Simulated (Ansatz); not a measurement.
`[SiH3]CC=S` and `[SiH3]CC=[Se]` differ in one element.

Ansatz, PBE0-D4/def2-TZVP geometries, multiplicity 1. Each molecule was computed in one conformer, which needn't be the lowest.

Scalar relativity is left out up to krypton.

| property | `[SiH3]CC=S` |
| --- | --- |
| LUMO energy (ωB97M-V/def2-TZVPP) / eV | -0.01 |
| HOMO energy (B3LYP/def2-TZVPP) / eV | -6.20 |
| LUMO energy (PBE/def2-TZVPP) / eV | -3.03 |
| size of the dipole moment (ωB97M-V/def2-TZVPP) / D | 2.52 |
| HOMO–LUMO gap (B3LYP/def2-TZVPP) / eV | 3.89 |
| HOMO energy (ωB97M-V/def2-TZVPP) / eV | -8.66 |

(1) What does the change do to each property? (Estimate.)

Results:

(1) Ansatz gave: 
```json
{"property": "LUMO energy (ωB97M-V/def2-TZVPP) / eV", "`[SiH3]CC=[Se]`": "-0.34", "shift": "-0.33"}
{"property": "HOMO energy (B3LYP/def2-TZVPP) / eV", "`[SiH3]CC=[Se]`": "-5.93", "shift": "0.27"}
{"property": "LUMO energy (PBE/def2-TZVPP) / eV", "`[SiH3]CC=[Se]`": "-3.20", "shift": "-0.17"}
{"property": "size of the dipole moment (ωB97M-V/def2-TZVPP) / D", "`[SiH3]CC=[Se]`": "2.59", "shift": "0.07"}
{"property": "HOMO–LUMO gap (B3LYP/def2-TZVPP) / eV", "`[SiH3]CC=[Se]`": "3.39", "shift": "-0.50"}
{"property": "HOMO energy (ωB97M-V/def2-TZVPP) / eV", "`[SiH3]CC=[Se]`": "-8.35", "shift": "0.31"}
```

With PBE0 the HOMO rises by 0.27 eV and the LUMO falls by 0.25 eV, so the gap narrows by about 0.52 eV. PBE moves the HOMO by 0.19 eV and ωB97M-V by 0.31 eV. Dipoles are sizes alone; their direction can turn.

B3LYP here is the variant with VWN-RPA as its local correlation; programs differ in this.

Spin–orbit coupling is left out; it splits and shifts lone-pair levels of the heavy atoms by tenths of an eV.
